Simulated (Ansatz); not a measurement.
Cost and result for the atomization energy of `CO[SiH2]N[SiH3]` (14 atoms, 13 bonds).

```json
{"atom": "C1", "x (Å)": "1.700", "y (Å)": "1.755", "z (Å)": "0.941"}
{"atom": "O2", "x (Å)": "1.118", "y (Å)": "0.785", "z (Å)": "0.104"}
{"atom": "Si3", "x (Å)": "-0.499", "y (Å)": "0.719", "z (Å)": "-0.183"}
{"atom": "N4", "x (Å)": "-0.882", "y (Å)": "-0.686", "z (Å)": "-1.080"}
{"atom": "Si5", "x (Å)": "-0.981", "y (Å)": "-2.305", "z (Å)": "-0.484"}
{"atom": "H6", "x (Å)": "2.757", "y (Å)": "1.512", "z (Å)": "1.066"}
{"atom": "H7", "x (Å)": "1.626", "y (Å)": "2.759", "z (Å)": "0.507"}
{"atom": "H8", "x (Å)": "1.230", "y (Å)": "1.771", "z (Å)": "1.932"}
{"atom": "H9", "x (Å)": "-0.920", "y (Å)": "1.909", "z (Å)": "-0.972"}
{"atom": "H10", "x (Å)": "-1.204", "y (Å)": "0.685", "z (Å)": "1.126"}
{"atom": "H11", "x (Å)": "-0.895", "y (Å)": "-0.572", "z (Å)": "-2.083"}
{"atom": "H12", "x (Å)": "0.168", "y (Å)": "-3.148", "z (Å)": "-0.914"}
{"atom": "H13", "x (Å)": "-2.224", "y (Å)": "-2.971", "z (Å)": "-0.958"}
{"atom": "H14", "x (Å)": "-0.993", "y (Å)": "-2.215", "z (Å)": "0.998"}
```

Charge 0, multiplicity 1. The geometry is a stationary point of PBE0-D4/def2-TZVP. It is one conformer, not always the lowest. Program: Ansatz. All runs use 4 threads of an Arm Neoverse N1 on a shared host. Times are those of one run each, without the atoms' runs, and a repeat can differ threefold. Electronic energies, without spin–orbit coupling; frozen cores. CCSD(T)/CBS adds CCSD(T) − MP2 in def2-TZVPP to the MP2 limit, and its time is that of the two runs behind it. T1 = 0.011. B3LYP takes the VWN-RPA correlation (the form of Gaussian; ORCA's B3LYP/G).

CCSD(T)/CBS is a level of theory with its own doubt, some kJ/mol a heavy atom from the limit and from the frozen cores, so smaller differences don't rank the functionals.

| level | functions | wall time |
| --- | --- | --- |
| PBE-D4/def2-TZVPP (with forces) | 303 | 6 s |
| PBE0-D4/def2-TZVPP | 303 | 7.5 s |
| r2SCAN-D4/def2-TZVPP (with forces) | 303 | 12 s |
| B3LYP-D4/def2-TZVPP (with forces) | 303 | 12 s |
| B2PLYP/def2-TZVPP | 303 | 13 s |
| ωB97X-V/def2-TZVPP | 303 | 18 s |
| ωB97M-V/def2-TZVPP (with forces) | 303 | 28 s |
| MP2/def2-QZVPP | 581 | 63 s |
| CCSD(T)/def2-TZVPP | 303 | 25 min |
| CCSD(T)/CBS(def2) | – | 26 min |

(1) What atomization energy does each give, and how far from CCSD(T)/CBS? (An estimate is asked.)

Results:

(1) The calculation gave: 
```json
{"level": "PBE-D4/def2-TZVPP (with forces)", "atomization (kcal/mol)": "1168.0", "difference from CCSD(T)/CBS": "-0.7", "per bond": "-0.1"}
{"level": "PBE0-D4/def2-TZVPP", "atomization (kcal/mol)": "1154.5", "difference from CCSD(T)/CBS": "-14.2", "per bond": "-1.1"}
{"level": "r2SCAN-D4/def2-TZVPP (with forces)", "atomization (kcal/mol)": "1162.3", "difference from CCSD(T)/CBS": "-6.4", "per bond": "-0.5"}
{"level": "B3LYP-D4/def2-TZVPP (with forces)", "atomization (kcal/mol)": "1167.3", "difference from CCSD(T)/CBS": "-1.4", "per bond": "-0.1"}
{"level": "B2PLYP/def2-TZVPP", "atomization (kcal/mol)": "1153.2", "difference from CCSD(T)/CBS": "-15.5", "per bond": "-1.2"}
{"level": "ωB97X-V/def2-TZVPP", "atomization (kcal/mol)": "1172.8", "difference from CCSD(T)/CBS": "4.1", "per bond": "0.3"}
{"level": "ωB97M-V/def2-TZVPP (with forces)", "atomization (kcal/mol)": "1169.8", "difference from CCSD(T)/CBS": "1.1", "per bond": "0.1"}
{"level": "MP2/def2-QZVPP", "atomization (kcal/mol)": "1163.6", "difference from CCSD(T)/CBS": "-5.1", "per bond": "-0.4"}
{"level": "CCSD(T)/def2-TZVPP", "atomization (kcal/mol)": "1136.1", "difference from CCSD(T)/CBS": "-32.6", "per bond": "-2.5"}
{"level": "CCSD(T)/CBS(def2)", "atomization (kcal/mol)": "1168.7", "difference from CCSD(T)/CBS": "0.0", "per bond": "0.0"}
```

From PBE to PBE0 (25 % exact exchange), in def2-TZVPP and without D4, the atomization energy moves by −12.4 kcal/mol: exact exchange takes away binding that semilocal exchange gives to molecules. The D4 term adds +11.1 kcal/mol with B3LYP and +5.9 kcal/mol with PBE0; it sums over pairs of atoms, weighted by their polarisabilities, and B3LYP, whose exchange is more repulsive, gets the larger term. In def2-TZVPP, CCSD(T) changes the Hartree–Fock value by +280.1 kcal/mol (the triples alone add +13.2 kcal/mol) and MP2 by +288.0 kcal/mol; breaking electron pairs costs correlation energy, which Hartree–Fock lacks.
